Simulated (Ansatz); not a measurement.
Species: BNH₃, charge 0, doublet. BNH3 (SMILES B[NH], doublet).
B3LYP-D3(BJ)/def2-TZVP minimum from Ansatz (a quantum-chemistry and plane-wave program):
```xyz
5

B     -0.6755     0.1489    -0.0061
N      0.6301    -0.0972     0.0059
H     -1.4467    -0.7808    -0.0183
H     -1.1064     1.2696    -0.0052
H      1.5198    -0.5528     0.0128
```
Charge 0, spin multiplicity 2.

Total energies in cc-pVTZ, 11 correlated electrons, 2 frozen orbitals. Radicals and triplets start from unrestricted determinants; spin-orbit coupling is neglected. Correlated methods leave the cores frozen. No relativity.

```csv
method,program,energy (Eh),minus CCSDT(Q) (mEh)
HF,Ansatz,-80.87260,325.33
MP2,Ansatz,-81.15470,43.24
CCSD,Ansatz,-81.18471,13.23
CCSD(T),Ansatz,-81.19622,1.72
CCSDT(Q),Ansatz,-81.19794,0.00
```
